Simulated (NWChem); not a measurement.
System: C$_{2}$H$_{3}$ClF$_{2}$; SMILES FC(F)CCl

Input file for NWChem:

```
start job
memory heap 200 mb stack 900 mb global 1100 mb
geometry units angstroms noautoz
  F     -1.310167    -1.029876     0.074479
  C     -0.015226    -0.862523    -0.308311
  F      0.678185    -1.998714     0.015880
  C      0.619180     0.298127     0.441997
  Cl    -0.131668     1.855894    -0.015181
  H      0.014404    -0.724361    -1.413871
  H      0.487146     0.138169     1.529801
  H      1.699194     0.342906     0.205728
end
basis spherical
  * library 6-31+g*
end
dft
  xc xpbe96 cpbe96
  iterations 150
end
tddft
  cis
  nroots 6
  notriplet
end
task tddft energy
```

Excerpt of the output:

```
             Northwest Computational Chemistry Package (NWChem) 7.3.0
             --------------------------------------------------------

 C1  symmetry detected

                             Geometry "geometry" -> ""
                             -------------------------

 Output coordinates in angstroms (scale by  1.889725989 to convert to a.u.)

  No.       Tag          Charge          X              Y              Z
 ---- ---------------- ---------- -------------- -------------- --------------
    1 F                    9.0000    -1.29225294    -1.00229704     0.15315995
    2 C                    6.0000    -0.02575747    -0.88069146    -0.32913530
    3 F                    9.0000     0.65570274    -2.03359202    -0.04055099
    4 C                    6.0000     0.69869205     0.26946369     0.35266929
    5 Cl                  17.0000    -0.03740934     1.84371521    -0.07078007
    6 H                    1.0000    -0.07623673    -0.75832227    -1.43580021
    7 H                    1.0000     0.64510133     0.12827887     1.44972533
    8 H                    1.0000     1.75843845     0.27725294     0.03465145

 Effective nuclear repulsion energy (a.u.)     230.3569784072

  pbe96 is a nonlocal functional; adding pw91lda local functional.

                                 NWChem DFT Module
                                 -----------------

 Summary of "ao basis" -> "ao basis" (spherical)
 ------------------------------------------------------------------------------
       Tag                 Description            Shells   Functions and Types
 ---------------- ------------------------------  ------  ---------------------
 F                          6-31+g*                  8       18   4s3p1d
 C                          6-31+g*                  8       18   4s3p1d
 Cl                         6-31+g*                 10       22   5s4p1d
 H                          6-31+g*                  2        2   2s

            General Information
            -------------------
          SCF calculation type: DFT
          Wavefunction type:  closed shell.
          No. of atoms     :     8
          No. of electrons :    50
           Alpha electrons :    25
            Beta electrons :    25
          Charge           :     0
          Spin multiplicity:     1
          Use of symmetry is: off; symmetry adaption is: off
          Maximum number of iterations: 150
          AO basis - number of functions:   100
                     number of shells:    48
          Convergence on energy requested:  1.00D-06
          Convergence on density requested:  1.00D-05
          Convergence on gradient requested:  5.00D-04

              XC Information
              --------------
          PerdewBurkeErnzerhof Exchange Functional  1.000
            Perdew 1991 LDA Correlation Functional  1.000 local
           PerdewBurkeErnz. Correlation Functional  1.000 non-local

             Grid Information
             ----------------
          Grid used for XC integration:  medium
          Radial quadrature: Mura-Knowles
          Angular quadrature: Lebedev.
          Tag              B.-S. Rad. Rad. Pts. Rad. Cut. Ang. Pts.
          ---              ---------- --------- --------- ---------
          F                   0.50       49          13.0       434
          C                   0.70       49          12.0       434
          Cl                  1.00       88          12.0       590
          H                   0.35       45          10.0       434
          Grid pruning is: on
          Number of quadrature shells:   419
          Spatial weights used:  Erf1

      Superposition of Atomic Density Guess
      -------------------------------------

 Sum of atomic energies:        -735.02943654

      Non-variational initial energy
      ------------------------------

 Total energy =    -736.734500
 1-e energy   =   -1474.261877
 2-e energy   =     507.170399
 HOMO         =      -0.352298
 LUMO         =       0.036266

   convergence    iter        energy       DeltaE   RMS-Dens  Diis-err
 ---------------- ----- ----------------- --------- --------- ---------
 d= 0,ls=0.0,diis     1   -737.2682741797 -9.68D+02  2.08D-02  1.35D+00
 d= 0,ls=0.0,diis     2   -736.9483832275  3.20D-01  1.32D-02  4.98D+00
 d= 0,ls=0.0,diis     3   -737.4124261928 -4.64D-01  1.70D-03  3.70D-02
 d= 0,ls=0.0,diis     4   -737.4136980013 -1.27D-03  9.95D-04  1.80D-02
 d= 0,ls=0.0,diis     5   -737.4154155572 -1.72D-03  2.63D-04  4.96D-04
  Resetting Diis
 d= 0,ls=0.0,diis     6   -737.4154680545 -5.25D-05  5.57D-05  7.19D-05
 d= 0,ls=0.0,diis     7   -737.4154748869 -6.83D-06  4.15D-05  4.19D-06
 d= 0,ls=0.0,diis     8   -737.4154739354  9.51D-07  2.16D-05  1.54D-05
 d= 0,ls=0.0,diis     9   -737.4154752788 -1.34D-06  6.49D-06  1.91D-07
 d= 0,ls=0.0,diis    10   -737.4154752997 -2.09D-08  6.54D-07  4.49D-09

         Total DFT energy =     -737.415475299692
      One electron energy =    -1475.937008054002
           Coulomb energy =      568.761542937762
    Exchange-Corr. energy =      -60.596988590699
 Nuclear repulsion energy =      230.356978407246

 Numeric. integr. density =       49.999997822583

                       DFT Final Molecular Orbital Analysis
                       ------------------------------------

 Vector   23  Occ=2.000000D+00  E=-3.208088D-01
              MO Center= -1.3D-01, -6.1D-01, -2.0D-01, r^2= 3.1D+00
   Bfn.  Coefficient  Atom+Function         Bfn.  Coefficient  Atom+Function
  ----- ------------  ---------------      ----- ------------  ---------------
     5      0.330175  1 F  pz                41      0.323556  3 F  pz
    23     -0.228100  2 C  pz                79      0.213260  5 Cl px
    96      0.213059  6 H  s                  9      0.211715  1 F  pz
    45      0.210069  3 F  pz                95      0.201170  6 H  s
    81      0.195385  5 Cl pz                60     -0.165705  4 C  s

 Vector   24  Occ=2.000000D+00  E=-2.796125D-01
              MO Center=  1.8D-02,  1.3D+00, -2.7D-02, r^2= 2.5D+00
   Bfn.  Coefficient  Atom+Function         Bfn.  Coefficient  Atom+Function
  ----- ------------  ---------------      ----- ------------  ---------------
    81      0.562528  5 Cl pz                85      0.286443  5 Cl pz
    80      0.270865  5 Cl py                79      0.224968  5 Cl px
    77     -0.218599  5 Cl pz                84      0.148066  5 Cl py
    59     -0.141980  4 C  pz                22      0.120951  2 C  py
    98     -0.120411  7 H  s                 83      0.111223  5 Cl px

 Vector   25  Occ=2.000000D+00  E=-2.780365D-01
              MO Center=  8.4D-02,  1.6D+00, -2.2D-02, r^2= 1.8D+00
   Bfn.  Coefficient  Atom+Function         Bfn.  Coefficient  Atom+Function
  ----- ------------  ---------------      ----- ------------  ---------------
    79      0.580237  5 Cl px                81     -0.355031  5 Cl pz
    83      0.294614  5 Cl px                75     -0.225366  5 Cl px
    85     -0.181854  5 Cl pz                80      0.179203  5 Cl py
   100     -0.159226  8 H  s                 77      0.137913  5 Cl pz
    57     -0.129957  4 C  px                99     -0.126086  8 H  s

 Vector   26  Occ=0.000000D+00  E=-4.182751D-02
              MO Center=  3.5D-01,  8.2D-01,  5.4D-02, r^2= 4.9D+00
   Bfn.  Coefficient  Atom+Function         Bfn.  Coefficient  Atom+Function
  ----- ------------  ---------------      ----- ------------  ---------------
    64      1.296492  4 C  s                 86     -1.070301  5 Cl s
    60      0.670407  4 C  s                 28     -0.605056  2 C  s
    62      0.544759  4 C  py                84      0.502620  5 Cl py
    88      0.504659  5 Cl py                66      0.499005  4 C  py
    82     -0.476369  5 Cl s                 80      0.392757  5 Cl py

 Vector   27  Occ=0.000000D+00  E=-5.688115D-03
              MO Center=  9.4D-01,  7.1D-01, -2.2D-01, r^2= 8.7D+00
   Bfn.  Coefficient  Atom+Function         Bfn.  Coefficient  Atom+Function
  ----- ------------  ---------------      ----- ------------  ---------------
    28      2.442401  2 C  s                 86     -1.013113  5 Cl s
    66      0.926875  4 C  py                88      0.556048  5 Cl py
    60     -0.470273  4 C  s                 30      0.390364  2 C  py
    64      0.390570  4 C  s                 10     -0.379407  1 F  s
    46     -0.363863  3 F  s                 65      0.341211  4 C  px

[...]

                                NWChem TDDFT Module
                                -------------------

            General Information
            -------------------
           No. of orbitals :     200
            Alpha orbitals :     100
             Beta orbitals :     100
        Alpha frozen cores :       0
         Beta frozen cores :       0
     Alpha frozen virtuals :       0
      Beta frozen virtuals :       0
         Spin multiplicity :       1
    Number of AO functions :     100
        Use of symmetry is : off
      Symmetry adaption is : off
         Schwarz screening :  0.10D-07

              XC Information
              --------------
   PerdewBurkeErnzerhof Exchange Functional   1.00
     Perdew 1991 LDA Correlation Functional   1.00 local
    PerdewBurkeErnz. Correlation Functional   1.00 non-local

             TDDFT Information
             -----------------
          Calculation type : Tamm-Dancoff TDDFT
         Wavefunction type : Restricted singlets
          No. of electrons :      50
           Alpha electrons :      25
            Beta electrons :      25
              No. of roots :       6
          Max subspacesize :    5200
            Max iterations :     100
               Target root :       1
           Target symmetry : none
      Symmetry restriction : off
                 Algorithm : Optimal
        Davidson threshold :  0.10D-03

    6 smallest eigenvalue differences (eV)
--------------------------------------------------------
  No. Spin  Occ  Vir  Irrep   E(Occ)    E(Vir)   E(Diff)
--------------------------------------------------------
    1    1   25   26 a        -0.278    -0.042     6.428
    2    1   24   26 a        -0.280    -0.042     6.470
    3    1   25   27 a        -0.278    -0.006     7.411
    4    1   24   27 a        -0.280    -0.006     7.454
    5    1   23   26 a        -0.321    -0.042     7.591
    6    1   25   28 a        -0.278     0.007     7.763
--------------------------------------------------------

  Entering Davidson iterations
  Restricted singlet excited states

  Iter   NTrls   NConv    DeltaV     DeltaE      Time
  ----  ------  ------  ---------  ---------  ---------
    1      6       0     0.72E-01   0.10+100        4.7
    2     12       0     0.15E-01   0.49E-02        4.8
    3     18       0     0.42E-02   0.28E-03        5.1
    4     24       0     0.81E-03   0.17E-04        5.2
    5     30       6     0.87E-04   0.73E-06        6.0
  ----  ------  ------  ---------  ---------  ---------
  Convergence criterion met

  Ground state a        -737.415475299692 a.u.

  ----------------------------------------------------------------------------
  Root   1 singlet a              0.249160811 a.u.                6.7800 eV
  ----------------------------------------------------------------------------
     Transition Moments    X -0.13041   Y -0.06947   Z  0.01053
     Dipole Oscillator Strength                    0.0036449944
     Electric Quadrupole                           0.0000000077
     Magnetic Dipole                               0.0000000507
     Total Oscillator Strength                     0.0036450529

     Occ.   23  a   ---  Virt.   26  a       -0.05008
     Occ.   24  a   ---  Virt.   26  a        0.46740
     Occ.   25  a   ---  Virt.   26  a        0.87335
     Occ.   25  a   ---  Virt.   30  a       -0.07110
  ----------------------------------------------------------------------------
  Root   2 singlet a              0.250370014 a.u.                6.8129 eV
  ----------------------------------------------------------------------------
     Transition Moments    X  0.00337   Y  0.05642   Z  0.07322
     Dipole Oscillator Strength                    0.0014278967
     Electric Quadrupole                           0.0000000128
     Magnetic Dipole                               0.0000000778
     Total Oscillator Strength                     0.0014279873

     Occ.   24  a   ---  Virt.   26  a       -0.87181
     Occ.   24  a   ---  Virt.   30  a        0.07610
     Occ.   25  a   ---  Virt.   26  a        0.46922
  ----------------------------------------------------------------------------
  Root   3 singlet a              0.273176753 a.u.                7.4335 eV
  ----------------------------------------------------------------------------
     Transition Moments    X -0.09025   Y -0.11966   Z  0.13288
     Dipole Oscillator Strength                    0.0073064491
     Electric Quadrupole                           0.0000004167
     Magnetic Dipole                               0.0000011884
     Total Oscillator Strength                     0.0073080543

     Occ.   25  a   ---  Virt.   27  a        0.99715
  ----------------------------------------------------------------------------
  Root   4 singlet a              0.275493427 a.u.                7.4966 eV
  ----------------------------------------------------------------------------
     Transition Moments    X -0.04725   Y -0.25606   Z -0.28397
     Dipole Oscillator Strength                    0.0272625710
     Electric Quadrupole                           0.0000005505
     Magnetic Dipole                               0.0000009902
     Total Oscillator Strength                     0.0272641118

     Occ.   23  a   ---  Virt.   26  a       -0.06695
     Occ.   24  a   ---  Virt.   27  a        0.99274
     Occ.   24  a   ---  Virt.   28  a       -0.06115
  ----------------------------------------------------------------------------
  Root   5 singlet a              0.284383793 a.u.                7.7385 eV
  ----------------------------------------------------------------------------
     Transition Moments    X  0.02706   Y -0.08780   Z  0.03196
     Dipole Oscillator Strength                    0.0017941720
     Electric Quadrupole                           0.0000000635
     Magnetic Dipole                               0.0000001293
     Total Oscillator Strength                     0.0017943648

     Occ.   21  a   ---  Virt.   26  a       -0.06962
     Occ.   23  a   ---  Virt.   26  a       -0.94505
     Occ.   24  a   ---  Virt.   26  a       -0.05474
     Occ.   24  a   ---  Virt.   27  a       -0.05199
     Occ.   24  a   ---  Virt.   28  a        0.13397
     Occ.   24  a   ---  Virt.   30  a        0.06206
     Occ.   25  a   ---  Virt.   28  a        0.25586
  ----------------------------------------------------------------------------
  Root   6 singlet a              0.285690064 a.u.                7.7740 eV
  ----------------------------------------------------------------------------
     Transition Moments    X  0.02917   Y  0.00124   Z  0.04596
     Dipole Oscillator Strength                    0.0005647374
     Electric Quadrupole                           0.0000000178
     Magnetic Dipole                               0.0000000555
     Total Oscillator Strength                     0.0005648107

     Occ.   23  a   ---  Virt.   26  a        0.24622
     Occ.   25  a   ---  Virt.   28  a        0.96519

              Target root =      1
          Target symmetry = none
      Ground state energy =   -737.415475299692
        Excitation energy =      0.249160810528
     Excited state energy =   -737.166314489165

  stored tddft:energy   -737.16631448916473
```

Level: PBE/6-31+G* (spherical d), TDA. All runs use the structure optimised with PBE-D3(BJ)/def2-SVP.
